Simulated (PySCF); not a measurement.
IRb (SMILES [Rb][I]), singlet, at a GFN2-xTB geometry (such geometries of metal compounds can be far from the true shape) (core potentials on I, Rb); PySCF with BLYP/def2-SV(P).

Input for PySCF:
```python
from pyscf import gto, scf, dft

mol = gto.Mole()
mol.atom = '''
    Rb   -0.00000000   -0.00000000   -1.91534858
    I     0.00000000    0.00000000    1.33713014
'''
mol.basis = 'def2-sv(p)'
mol.ecp = {'I': 'def2-sv(p)', 'Rb': 'def2-sv(p)'}
mol.verbose = 4
mol.build()

mf = dft.RKS(mol)
mf.xc = 'blyp'
mf.grids.prune = None
mf.kernel()
```

It wrote (shortened):

```
PySCF version 2.14.0

[INPUT] verbose = 4
[INPUT] num. atoms = 2
[INPUT] num. electrons = 34
[INPUT] charge = 0
[INPUT] spin (= nelec alpha-beta = 2S) = 0
[INPUT] symmetry False subgroup None
[INPUT] Mole.unit = angstrom
[INPUT] Symbol           X                Y                Z      unit          X                Y                Z       unit  Magmom
[INPUT]  1 Rb     0.000000000000   0.000000000000  -1.915348580000 AA    0.000000000000   0.000000000000  -3.619484249275 Bohr   0.0
[INPUT]  2 I      0.000000000000   0.000000000000   1.337130140000 AA    0.000000000000   0.000000000000   2.526809757501 Bohr   0.0

nuclear repulsion = 36.6074255074603
number of shells = 20
number of NR pGTOs = 96
number of NR cGTOs = 50
basis = def2-sv(p)
ecp = {'I': 'def2-sv(p)', 'Rb': 'def2-sv(p)'}

******** <class 'pyscf.dft.rks.RKS'> ********
method = RKS
initial guess = minao
damping factor = 0
level_shift factor = 0
DIIS = <class 'pyscf.scf.diis.CDIIS'>
diis_start_cycle = 1
diis_space = 8
diis_damp = 0
SCF conv_tol = 1e-09
SCF conv_tol_grad = None
SCF max_cycles = 50
direct_scf = True
direct_scf_tol = 1e-13
XC library pyscf.dft.libxc version 7.1.2
    S. Lehtola, C. Steigemann, M. J. T. Oliveira, and M. A. L. Marques,  SoftwareX 7, 1–5 (2018)
XC functionals = blyp
    A. D. Becke,  Phys. Rev. A 38, 3098 (1988)
    C. Lee, W. Yang, and R. G. Parr,  Phys. Rev. B 37, 785 (1988)
    B. Miehlich, A. Savin, H. Stoll, and H. Preuss,  Chem. Phys. Lett. 157, 200 (1989)
radial grids:
    Treutler-Ahlrichs [JCP 102, 346 (1995); DOI:10.1063/1.469408] (M4) radial grids

becke partition: Becke, JCP 88, 2547 (1988); DOI:10.1063/1.454033
pruning grids: None
grids dens level: 3
symmetrized grids: False
atomic radii adjust function: <function treutler_atomic_radii_adjust>
small_rho_cutoff = 0
Set gradient conv threshold to 3.16228e-05
Initial guess from minao.
tot grids = 82464
init E= -287.918595079771
  HOMO = -1.11699251773598  LUMO = -0.58592949034696  gap/eV = 14.45096
cycle= 1 E= -320.069234737363  delta_E= -32.2  |g|= 3.17  |ddm|= 8.76
  HOMO = -0.0181610216448057  LUMO = -0.000187002138809511  gap/eV = 0.48910
cycle= 2 E= -314.76076539184  delta_E= 5.31  |g|= 3.45  |ddm|= 8.66
  HOMO = -0.558301588071194  LUMO = -0.225456951372338  gap/eV = 9.05716
cycle= 3 E= -321.381937278948  delta_E= -6.62  |g|= 0.966  |ddm|=    6
  HOMO = -0.191653119114624  LUMO = -0.0817750753859396  gap/eV = 2.98993
cycle= 4 E= -321.774257520633  delta_E= -0.392  |g|= 0.185  |ddm|= 2.34
  HOMO = -0.131669898084289  LUMO = -0.0731533718093456  gap/eV = 1.59232
cycle= 5 E= -321.782166015022  delta_E= -0.00791  |g|= 0.0933  |ddm|= 0.496
  HOMO = -0.147508451228261  LUMO = -0.0772020366570088  gap/eV = 1.91313
cycle= 6 E= -321.785928554376  delta_E= -0.00376  |g|= 0.0144  |ddm|= 0.198
  HOMO = -0.151938588690662  LUMO = -0.0764513730446668  gap/eV = 2.05411
cycle= 7 E= -321.785975359906  delta_E= -4.68e-05  |g|= 0.0105  |ddm|= 0.0665
  HOMO = -0.149879267965015  LUMO = -0.0764541333770143  gap/eV = 1.99800
cycle= 8 E= -321.786035067085  delta_E= -5.97e-05  |g|= 0.000589  |ddm|= 0.0295
  HOMO = -0.149858494529726  LUMO = -0.0764928862566325  gap/eV = 1.99638
cycle= 9 E= -321.786035193424  delta_E= -1.26e-07  |g|= 6.1e-05  |ddm|= 0.00109
  HOMO = -0.149840566977993  LUMO = -0.0764972059433422  gap/eV = 1.99577
cycle= 10 E= -321.786035194615  delta_E= -1.19e-09  |g|= 3.15e-05  |ddm|= 0.000252
  HOMO = -0.149848668940216  LUMO = -0.0764967516730506  gap/eV = 1.99601
cycle= 11 E= -321.786035195207  delta_E= -5.92e-10  |g|= 6.76e-07  |ddm|= 0.000106
  HOMO = -0.149848499988834  LUMO = -0.0764967633502449  gap/eV = 1.99600
Extra cycle  E= -321.786035195207  delta_E= 6.25e-13  |g|= 1.07e-06  |ddm|= 4.87e-06
converged SCF energy = -321.786035195207
```
